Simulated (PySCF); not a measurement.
# W⁵²⁺: ionisation energy

W⁵²⁺ [Ar] 3d4 (5D) → W⁵³⁺ [Ar] 3d3 (4F), as a difference of total energies. Computed with PySCF 2.14 in an uncontracted even-tempered set (17 s from 13 bohr⁻², ratio 2.5; 12 p from 17 bohr⁻², ratio 2.5; 7 d from 17 bohr⁻², ratio 2.5; 4 f from 60 bohr⁻², ratio 2.7; 3 g from 91 bohr⁻², ratio 2.7), with scalar relativity by spin-free X2C-1e. Correlated levels: outer shells: [Ne] frozen; virtual orbitals above 40 to 60 times the deepest correlated orbital energy dropped. The calculations carry no spin-orbit coupling.

```
                method  ionisation energy (eV)
                   UHF                  4888.1
                   LDA                  4886.7
                   PBE                  4885.7
                  PBE0                  4886.8
                r2SCAN                  4885.7
                B2PLYP                  4887.3
                  TPSS                  4884.2
    MP2 (outer shells)                  4888.5
SCS-MP2 (outer shells)                  4887.9
```

Spin-orbit coupling is strong in these open shells (close to jj coupling). The scalar numbers leave it out and a first-order estimate fails, so it can dominate the gap to the real levels.

Breit and QED terms and the two-electron picture change are absent.

For comparison: 4927 ± 4 eV (semi-empirical (NIST evaluation); NIST Atomic Spectra Database, ionization energies).
